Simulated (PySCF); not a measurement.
BrF₃Ge. Atoms are numbered in the order given.

```xyz
5

F     -1.3731    -0.7928     1.2854
Ge     0.0000     0.0000     0.6525
F      1.3731    -0.7928     1.2854
F      0.0000     1.5855     1.2854
Br     0.0000     0.0000    -1.5881
```
Charge 0, spin multiplicity 1.

Coordinates come from a PBE0-D3(BJ)/def2-SVP optimisation.

Computed with CAM-B3LYP/def2-TZVP run with PySCF.

Symmetry labels are those of the subgroup Cs that the program uses (full group C3v).

**Question.** List the valence orbital energies around the gap with their symmetry. (An estimate is asked for; the answer gives what the named calculation found.)

**Answer.** 
```tsv
orbital	symmetry	energy (eV)
HOMO−7	A'	-14.47
HOMO−6	A"	-14.47
HOMO−5	A"	-14.08
HOMO−4	A'	-14.08
HOMO−3	A"	-13.86
HOMO−2	A'	-13.00
HOMO−1	A"	-11.26
HOMO	A'	-11.26
LUMO	A'	-1.10
LUMO+1	A"	1.83
LUMO+2	A'	1.83
LUMO+3	A'	2.66
```
